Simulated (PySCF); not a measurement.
Compound: benzotrifluoride, C₇H₅F₃.
Bonds: F1–C2, C2–F3, C2–F4, C2–C5, C5–C6 (aromatic), C6–C7 (aromatic), C7–C8 (aromatic), C8–C9 (aromatic), C9–C10 (aromatic), C5–C10 (aromatic). Hydrogens: H11 on C6; H12 on C7; H13 on C8; H14 on C9; H15 on C10.

Level: PBE0/pcSseg-1 and CAM-B3LYP/def2-SVPD in PySCF, non-relativistic, on one gas-phase PBE0-D3(BJ)/def2-SVP geometry that isn't relaxed in the solvent. The solvent is an IEF-PCM continuum (cavity from Bondi-type radii × 1.2). The model holds no explicit solvent molecules, cavitation or dispersion.

Gas phase at PBE0/pcSseg-1: HOMO -7.87 eV, LUMO -1.00 eV, dipole 2.73 D.

What does the continuum do to the energy, the frontier levels and the dipole at PBE0/pcSseg-1 in benzene, chloroform and acetonitrile?

```csv
solvent,ε,E(solvent) − E(gas) (kcal/mol),polarisation term (kcal/mol),distortion of the solute (kcal/mol),HOMO (eV),LUMO (eV),dipole (D)
benzene,2.271,-1.62,-1.70,0.08,-7.77,-0.92,3.02
chloroform,4.711,-2.57,-2.78,0.21,-7.74,-0.89,3.17
acetonitrile,35.69,-3.57,-3.97,0.40,-7.73,-0.88,3.31
```

The first energy column is the sum of the next two and covers electrostatics alone. From benzene to acetonitrile the lowering changes by a factor 2.21, Onsager's factor (ε − 1)/(2ε + 1) by 2.09 and ε itself by 15.7.

Which radius a makes the point-dipole formula ΔE = −[(ε − 1)/(2ε + 1)]·μ²/a³ give the value in acetonitrile, with the gas-phase dipole?

μ = 1.076 au and |ΔE| = 0.00569 Eh give a = 2.44 Å; the farthest nucleus lies 3.19 Å from the centroid of the nuclei, so such a sphere wouldn't even hold the nuclei. The formula assumes a rigid point dipole at the centre of a sphere.

Which Mulliken charges (PBE0/pcSseg-1) respond most in acetonitrile (means over atoms taken as equivalent)?

```csv
atoms,environment,gas (e),solvent (e),change
C5,substituted aromatic carbon,-0.451,-0.469,-0.018
H13,aromatic hydrogen,+0.105,+0.122,+0.017
H12/H14,aromatic hydrogen,+0.107,+0.123,+0.016
H11/H15,aromatic hydrogen,+0.098,+0.109,+0.011
C7/C9,aromatic CH carbon,-0.086,-0.096,-0.010
C8,aromatic CH carbon,-0.070,-0.077,-0.007
```

Gas phase at CAM-B3LYP/def2-SVPD: HOMO -9.09 eV, LUMO 0.02 eV, dipole 2.90 D.

What does the continuum do to the energy, the frontier levels and the dipole at CAM-B3LYP/def2-SVPD in benzene and acetonitrile?

| solvent | ε | E(solvent) − E(gas) (kcal/mol) | polarisation term (kcal/mol) | distortion of the solute (kcal/mol) | HOMO (eV) | LUMO (eV) | dipole (D) |
| --- | --- | --- | --- | --- | --- | --- | --- |
| benzene | 2.271 | -1.53 | -1.62 | 0.09 | -8.97 | 0.13 | 3.22 |
| acetonitrile | 35.69 | -3.37 | -3.82 | 0.45 | -8.90 | 0.19 | 3.56 |

How does the static polarisability (CAM-B3LYP/def2-SVPD, frozen core, with the continuum's full static response) change?

```csv
medium,isotropic (au),principal values (au),⟨r²⟩ of the electrons (bohr²)
gas,80.6,"53.2, 88.6, 99.9",1372.7
benzene,92.4,"59.7, 103.3, 114.1",1372.2
acetonitrile,109.8,"72.4, 125.0, 132.1",1371.4
```

The isotropic value in acetonitrile is 1.36 times the gas-phase one; no cavity-field correction is applied. ⟨r²⟩ is taken about the centre of nuclear charge.

Cost: about 70 s of CPU time on one thread; the machine was shared, so the figure is rough. This is the whole shielding run at PBE0/pcSseg-1 in acetonitrile, SCF included.

Conformer computed: `[F:1][C:2]([F:3])([F:4])[c:5]1[cH:6][cH:7][cH:8][cH:9][cH:10]1`: F1–C2–C5–C6 100°.
